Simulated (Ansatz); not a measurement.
Compare A (`B[CH2][GeH2][SiH3]`) with its isomer B (`C[BH][GeH2][SiH3]`).

Isolated molecules relaxed with PBE0-D4/def2-TZVP in Ansatz; ΔE leaves out vibrations. CCSD(T)/CBS adds triple-zeta CCSD(T) − MP2 to the extrapolated MP2 energy (def2 sets, frozen cores). Functionals use def2-TZVPP. B3LYP here is the variant with VWN-RPA as its local correlation; programs differ in this. For Ge outer-core shells are correlated without core-valence functions, which leaves a few kJ/mol of doubt a bond. Scalar relativity is left out up to krypton. Each species was taken in one conformer, which may not be the lowest.

Q: Which is lower in electronic energy at CCSD(T)/CBS, and by how much? (Best estimate.)

A: Ansatz gave: A, by 3.6 kJ/mol.

Q: Give E(B) − E(A) in kJ/mol with CCSD(T)/def2-TZVPP, PBE-D4, B2PLYP, r2SCAN-D4, MP2/def2-TZVPP, B3LYP, HF/def2-TZVPP. (Best estimate.)

A: The calculation gave: CCSD(T)/def2-TZVPP 5.8, PBE-D4 -1.4, B2PLYP 0.8, r2SCAN-D4 -0.3, MP2/def2-TZVPP 11.3, B3LYP -5.4, HF/def2-TZVPP -5.4. The order is the other way round with PBE-D4, B3LYP, HF/def2-TZVPP.

Largest T1 diagnostic: 0.012.

In def2-TZVPP, CCSD(T) changes the Hartree–Fock value by +11.2 kJ/mol (the triples alone add +2.7 kJ/mol) and MP2 by +16.7 kJ/mol. The D4 term adds +5.1 kJ/mol with B3LYP and +2.5 kJ/mol with PBE0; it sums over pairs of atoms, weighted by their polarisabilities, and B3LYP, whose exchange is more repulsive, gets the larger term.
